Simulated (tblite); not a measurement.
C₅H₁₀BNO.
Numbering: `[CH3:1][NH2+:2][BH2-:3][c:4]1[cH:5][cH:6][cH:7][o:8]1` (hydrogens: H9, H10, H11 on C1; H12, H13 on N2; H14, H15 on B3; H16 on C5; H17 on C6; H18 on C7)
Bond orders are those of one Lewis drawing.

Computed with GFN2-xTB (tblite), gas phase: L-BFGS steps from a force-field or distance-geometry start until the largest atomic force falls under 0.01 eV/Å.

Step 116: E = -653.3706 eV
```
atom  x, y, z in Å  |  force x, y, z in eV/Å
C1      2.9194   -0.0493    0.0088    0.025  -0.016  -0.001
N2      1.4780   -0.0344    0.2286   -0.038  -0.013   0.036
B3      0.5890    0.5631   -1.0332   -0.018  -0.043   0.018
C4     -0.9201    0.2160   -0.6429   -0.029  -0.015  -0.014
C5     -1.7963   -0.7006   -1.1593    0.000  -0.006  -0.016
C6     -3.0066   -0.5953   -0.4309    0.050   0.010   0.001
C7     -2.7905    0.3739    0.4971    0.033  -0.024  -0.044
O8     -1.5426    0.8665    0.3838    0.018  -0.038  -0.021
H9      3.2518    0.9607   -0.2197    0.014  -0.001   0.015
H10     3.1324   -0.6789   -0.8531    0.014   0.023   0.008
H11     3.4675   -0.4293    0.8753   -0.023   0.036  -0.021
H12     1.2325    0.5497    1.0241    0.010  -0.030  -0.009
H13     1.1375   -0.9766    0.4074   -0.018   0.046  -0.019
H14     0.9323   -0.0305   -2.0020    0.013  -0.025  -0.008
H15     0.8239    1.7279   -1.0741   -0.026  -0.003   0.014
H16    -1.5985   -1.3793   -1.9676   -0.020   0.074   0.024
H17    -3.9044   -1.1603   -0.5871   -0.004   0.011   0.045
H18    -3.4140    0.7827    1.2688   -0.001   0.014  -0.008
```

Step 117: E = -653.3716 eV
```
atom  x, y, z in Å  |  force x, y, z in eV/Å
C1      2.9144   -0.0511    0.0122    0.009  -0.032   0.035
N2      1.4737   -0.0283    0.2297   -0.036   0.039   0.005
B3      0.5913    0.5628   -1.0391   -0.023  -0.029   0.017
C4     -0.9184    0.2155   -0.6525   -0.016  -0.036  -0.016
C5     -1.7993   -0.6954   -1.1700   -0.023  -0.025   0.006
C6     -3.0033   -0.5969   -0.4293    0.051   0.003  -0.044
C7     -2.7793    0.3638    0.5041    0.039   0.002  -0.029
O8     -1.5316    0.8561    0.3849   -0.005  -0.005   0.011
H9      3.2501    0.9538   -0.2272    0.032   0.041   0.007
H10     3.1263   -0.6909   -0.8400    0.028  -0.015  -0.048
H11     3.4578   -0.4235    0.8837    0.003   0.030   0.004
H12     1.2320    0.5649    1.0182   -0.011   0.006   0.022
H13     1.1266   -0.9637    0.4204   -0.030  -0.033  -0.022
H14     0.9400   -0.0302   -2.0062    0.014  -0.032  -0.003
H15     0.8243    1.7280   -1.0791   -0.025   0.003   0.004
H16    -1.6102   -1.3696   -1.9833   -0.007   0.067   0.000
H17    -3.9037   -1.1579   -0.5831   -0.005   0.000   0.040
H18    -3.3993    0.7687    1.2803    0.005   0.017   0.009
```

**Question.** Estimate the geometry and energy of step 118. (The exact step hangs on the optimiser's Hessian estimate; all steps are aligned on step 117, rigid shifts and turns removed.)

**Answer.** E = -653.3705 eV, largest force 0.166 eV/Å
```
atom  x, y, z in Å  |  force x, y, z in eV/Å
C1      2.9075   -0.0582    0.0180    0.009  -0.009   0.015
N2      1.4684    0.0056    0.2481   -0.084   0.032   0.081
B3      0.5948    0.5506   -1.0504   -0.006   0.010   0.013
C4     -0.9153    0.2069   -0.6653   -0.056  -0.061   0.009
C5     -1.8158   -0.6689   -1.2134    0.009   0.051   0.105
C6     -3.0036   -0.5941   -0.4434    0.023   0.099   0.026
C7     -2.7535    0.3211    0.5332   -0.044  -0.079  -0.066
O8     -1.5011    0.8046    0.4176   -0.026  -0.098  -0.128
H9      3.2598    0.9279   -0.2821   -0.002  -0.058   0.029
H10     3.1043   -0.7523   -0.7986   -0.014   0.051   0.041
H11     3.4474   -0.3882    0.9088    0.028   0.031  -0.019
H12     1.2460    0.6545    1.0034    0.027  -0.120  -0.112
H13     1.1016   -0.9114    0.5038    0.041   0.122  -0.086
H14     0.9524   -0.0651   -2.0026    0.008  -0.010   0.059
H15     0.8236    1.7191   -1.1186   -0.035  -0.066  -0.005
H16    -1.6505   -1.3057   -2.0634   -0.006   0.113   0.063
H17    -3.9141   -1.1380   -0.6104    0.038   0.034   0.064
H18    -3.3605    0.6978    1.3389    0.091  -0.042  -0.089
```

The energy changes by +0.0010 eV. The first-order estimate −F·Δx gives -0.0028 eV and the mean of the old and new forces, exact on a quadratic surface, +0.0025 eV. The step makes an angle of 87° with the force vector and moves no atom by more than 0.110 Å. The energy falls at the start of this step and ends higher, so the step passed the lowest point of its straight line.

The cost below is that of the whole relaxation. The run took 1.1 s of wall time on an Arm Neoverse V1 with one thread (shared host).
